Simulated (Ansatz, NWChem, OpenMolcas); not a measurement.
A ladder of methods for AsH3 (arsine)

The species is AsH3 (4 atoms), meant as a singlet with charge 0. As SMILES, `[AsH3]`. The coordinates come from a PBE0-D4/def2-TZVP relaxation.

Each level gives the atomisation enthalpy at 298 K (kJ/mol). The values are calculated. The thermal term (zero-point and 298 K enthalpy, harmonic and unscaled) is that of PBE0-D4/def2-TZVP; the spin-orbit lowering of the free atoms at 298 K, 0.0 kJ/mol by their spectra, is taken off.

Measured value to compare with: CRC Handbook of Chemistry and Physics gives the atomisation enthalpy at 298 K of the gas as 890 kJ/mol.

| level | kind | program | value (kJ/mol) | computed − measured | CPU time (all runs) |
| --- | --- | --- | --- | --- | --- |
| SVWN5/cc-pVTZ | LDA | NWChem | 1006 | +116 | 1.9 min |
| revPBE/cc-pVTZ | GGA | OpenMolcas | 845 | -45 | 28 s |
| TPSS/cc-pVTZ | meta-GGA | OpenMolcas | 908 | +18 | 38 s |
| r2SCAN/cc-pVTZ | meta-GGA | NWChem | 875 | -15 | 2.9 min |
| PBE0/cc-pVTZ | global hybrid | OpenMolcas | 856 | -34 | 27 s |
| CAM-B3LYP/cc-pVTZ | range-separated hybrid | NWChem | 889 | -1 | 2.2 min |
| HSE06/cc-pVTZ | range-separated hybrid | Ansatz | 855 | -35 | 8.1 s |
| wB97X/cc-pVTZ | range-separated hybrid | Ansatz | 900 | +10 | 24 s |
| FCI/STO-3G | exact in the basis | Ansatz | 1020 | +130 | 0.42 s |

Nearest: CAM-B3LYP/cc-pVTZ (-1 kJ/mol); farthest: FCI/STO-3G (+130 kJ/mol). Computed less measured by kind, in kJ/mol (cc-pVTZ rows): LDA +116; GGA -45; meta-GGA -15 to +18; global hybrid -34; range-separated hybrid -35 to +10. The measured heats of formation of B, Si, Al and metal atoms are uncertain by some kJ/mol each. All-electron rows without a relativistic Hamiltonian named are non-relativistic. High-level rows in very small sets aren't better than simpler rows in larger ones. CPU times are rough (shared hosts, several kinds of processor): they show what a rung costs within a factor of a few.
